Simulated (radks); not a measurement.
Be2+, configuration 1s1 6p1 (not the ground configuration).

Calculated with a radial shooting solver on a logarithmic mesh with Libxc functionals: scalar-relativistic Kohn-Sham, PBEsol, spin-polarised, spherical densities, finite nucleus; open shells are filled with parallel spins first; Fermi nuclear charge, rms radius 2.519 fm.

Energy parts (eV):
part                    energy
total                 -219.584
kinetic                219.412
electron-nucleus      -442.906
Hartree                 36.863
exchange-correlation   -32.953

Orbitals (lengths in bohr, moments of r in powers of bohr; r(max) is where P^2 peaks):
1s up: occ. 1; eigenvalue (eV) -189.0358; <1/r> 3.981; r(max) 0.2499; <r> 0.3787
6p up: occ. 1; eigenvalue (eV) -3.2820; <1/r> 0.08816; r(max) 18.53; <r> 16.56

The highest occupied level is 6p up at -3.282 eV. Summed over all electrons, <r^2> = 306.1 bohr^2, which gives a Langevin (diamagnetic) susceptibility term of -242 x 10^-6 cm^3/mol. The density falls to 0.001 e/bohr^3 at r = 1.28 bohr. The spin density at the nucleus is 20.48 e/bohr^3 (1s 20.48). Spin moment in Bohr magnetons: 2. The electron density at the nucleus is 20.48 e/bohr^3 (large components only).
